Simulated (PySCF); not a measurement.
C3H7FSi.
SMILES with atom numbers: `[CH2:1]=[CH:2][C@H:3]([F:4])[SiH3:5]` (hydrogens: H6, H7 on C1; H8 on C2; H9 on C3; H10, H11, H12 on Si5)

The same species was optimised twice, with GFN2-xTB and with PBE0-D3(BJ)/def2-SVP (PySCF), and the same property calculations (PySCF, gas phase) were run on both structures.

```
     coordinate  GFN2-xTB  PBE0-D3(BJ)/def2-SVP  change
    Si5–H10 (Å)     1.460                 1.493  +0.033
    Si5–H11 (Å)     1.462                 1.494  +0.032
    Si5–H12 (Å)     1.461                 1.493  +0.032
      C1–H7 (Å)     1.078                 1.095  +0.017
      C1–H6 (Å)     1.076                 1.093  +0.017
     C3–Si5 (Å)     1.933                 1.916  -0.017
      C2–H8 (Å)     1.081                 1.097  +0.016
      C1=C2 (Å)     1.321                 1.334  +0.013
      C3–H9 (Å)     1.095                 1.106  +0.011
      C2–C3 (Å)     1.485                 1.489  +0.004
      C3–F4 (Å)     1.393                 1.390  -0.003
   F4–C3–H9 (°)     105.6                 108.3    +2.7
 C3–Si5–H11 (°)     106.5                 109.1    +2.6
H11–Si5–H12 (°)     112.4                 109.9    -2.5
 C3–Si5–H12 (°)     107.3                 109.7    +2.4
  Si5–C3–H9 (°)     111.1                 109.3    -1.8
H10–Si5–H11 (°)     111.4                 109.8    -1.6
H10–Si5–H12 (°)     111.1                 109.6    -1.5
 C3–Si5–H10 (°)     107.9                 108.8    +0.9
C1–C2–C3–F4 (°)      -152                  -142     +10
```

Rotational constants: A = 4976, B = 2915, C = 2005 MHz (GFN2-xTB) against A = 5119, B = 2808, C = 1989 MHz (PBE0-D3(BJ)/def2-SVP). Point groups within 0.08 Å: C1 and C1.

On the GFN2-xTB structure: HOMO (eV) -7.43 [PBE0/pcSseg-1]; LUMO (eV) -0.23 [PBE0/pcSseg-1]; dipole (D) 1.68 [PBE0/pcSseg-1]; GIAO shielding of C1 (ppm) 70.1 [PBE0/pcSseg-1]; GIAO shielding of C2 (ppm) 38.3 [PBE0/pcSseg-1]; GIAO shielding of C3 (ppm) 94.6 [PBE0/pcSseg-1]; GIAO shielding of F4 (ppm) 417.3 [PBE0/pcSseg-1]; GIAO shielding of Si5 (ppm) 414.3 [PBE0/pcSseg-1].

Problem. What do these properties become on the PBE0-D3(BJ)/def2-SVP structure?

Solution. 
| property | level | on GFN2-xTB | on PBE0-D3(BJ)/def2-SVP | change |
| --- | --- | --- | --- | --- |
| HOMO (eV) | PBE0/pcSseg-1 | -7.43 | -7.57 | -0.14 |
| LUMO (eV) | PBE0/pcSseg-1 | -0.23 | -0.43 | -0.20 |
| dipole (D) | PBE0/pcSseg-1 | 1.68 | 1.71 | +0.03 |
| energy, GFN2-xTB geometry as zero (kcal/mol) | PBE0/pcSseg-1 | 0.0 | -1.2 | -1.2 |
| GIAO shielding of C1 (ppm) | PBE0/pcSseg-1 | 70.1 | 64.2 | -5.9 |
| GIAO shielding of C2 (ppm) | PBE0/pcSseg-1 | 38.3 | 37.6 | -0.7 |
| GIAO shielding of C3 (ppm) | PBE0/pcSseg-1 | 94.6 | 95.4 | +0.8 |
| GIAO shielding of F4 (ppm) | PBE0/pcSseg-1 | 417.3 | 413.1 | -4.2 |
| GIAO shielding of Si5 (ppm) | PBE0/pcSseg-1 | 414.3 | 414.0 | -0.3 |

The heavy atoms differ by 0.053 Å rms after alignment. Among all bonds Si5–H10, Si5–H11 and Si5–H12 change most and about equally (+0.032 to +0.033 Å). Changes are differences of the printed values. Neither structure is proved a minimum here.

Conformer computed: `[CH2:1]=[CH:2][C@H:3]([F:4])[SiH3:5]`: C1–C2–C3–F4 -142°.
